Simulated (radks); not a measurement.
Values are calculated unless marked as measured or tabulated.
Problem. Pd+, 45 electrons, occupied as [Kr] 4d9 (the NIST ground configuration). Level of theory: scalar-relativistic Kohn-Sham, BLYP, spin-polarised, spherical densities, point nucleus; open shells are filled with parallel spins first (spin-orbit coupling, left out, can overturn this in heavy ions) (a radial shooting solver on a logarithmic mesh with Libxc functionals). Some entries of the table are withheld. Estimate them.

orbital,occ.,eigenvalue (eV),<r^2> (bohr^2),r(max) (bohr)
1s down,1,-24181.93,0.001371,0.02065
1s up,1,-24181.93,0.001371,0.02065
2s up,1,-3540.396,0.02256,0.1168
2s down,1,-3540.233,0.02256,0.1168
2p up,3,-3175.618,0.01777,0.09338
2p down,3,-3175.493,0.01776,0.09338
3s up,1,-647.3464,0.1647,0.3418
3s down,1,-647.2631,0.1647,0.3418
3p up,3,-527.4909,0.1667,0.3350
3p down,3,-527.3963,0.1667,0.3350
3d up,5,-337.0441,0.1527,0.2822
3d down,5,-336.8972,0.1527,0.2822
4s up,1,-96.9655,(1),0.8508
4s down,1,-96.2888,(2),0.8502
4p up,3,-62.7311,(3),0.9090
4p down,3,-62.0312,(4),0.9084
4d up,5,-14.8627,2.619,(5)
4d down,4,-14.2227,2.675,(6)

Solution. 
(1) 4s up <r^2> (bohr^2): 1.012
(2) 4s down <r^2> (bohr^2): 1.011
(3) 4p up <r^2> (bohr^2): 1.240
(4) 4p down <r^2> (bohr^2): 1.240
(5) 4d up r(max) (bohr): 1.087
(6) 4d down r(max) (bohr): 1.088
